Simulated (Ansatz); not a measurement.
Consider the substitution at a C–C bond: `CC(=O)[O][GeH3]` + `C[N](C)[In]([OH])[O][SiH3]` → `C[O][In]([O][SiH3])[N](C)C` + `O=C[O][GeH3]`.

Isolated molecules relaxed with PBE0-D4/def2-TZVP in Ansatz; ΔE leaves out vibrations. CCSD(T)/CBS adds triple-zeta CCSD(T) − MP2 to the extrapolated MP2 energy (def2 sets, frozen cores). DFT in def2-TZVPP. def2 core potentials past Kr. For Ge, In outer-core shells are correlated without core-valence functions, which leaves a few kJ/mol of doubt a bond. Scalar relativity is left out up to krypton. One conformer a species, not always the lowest.

| level | ΔE (kcal/mol) | difference from CCSD(T)/CBS |
| --- | --- | --- |
| LDA (SPW92) | 22.8 | 0.6 |
| BLYP-D4 | 19.2 | -3.0 |
| r2SCANh-D4 | 22.3 | 0.1 |
| r2SCAN0-D4 | 22.8 | 0.6 |
| BHLYP-D4 | 21.0 | -1.2 |
| PBE-QIDH | 22.8 | 0.6 |
| PBE | 21.0 | -1.2 |
| revPBE | 20.3 | -1.9 |
| BLYP | 19.2 | -3.0 |
| r2SCAN | 22.1 | -0.1 |
| CAM-B3LYP | 21.3 | -0.9 |
| RPA@PBE/def2-TZVPP | 19.7 | -2.5 |
| SCS-MP2/def2-TZVPP | 21.4 | -0.8 |
| MP2/def2-QZVPP | 23.1 | 0.9 |
| HF/CBS(def2) | 20.6 | -1.6 |
| CCSD/CBS(def2) | 22.3 | 0.1 |
| CCSD(T)/CBS | 22.2 | 0 |

Largest T1 diagnostic among the species: 0.015.

In def2-TZVPP, CCSD(T) changes the Hartree–Fock value by +0.9 kcal/mol (the triples alone add −0.1 kcal/mol) and MP2 by +2.1 kcal/mol. At CCSD(T), def2-SVP lies −2.9 kcal/mol from the extrapolated value and def2-TZVPP −0.7 kcal/mol. From BLYP to BHLYP (50 % exact exchange), in def2-TZVPP and without D4, ΔE moves by +2.1 kcal/mol.
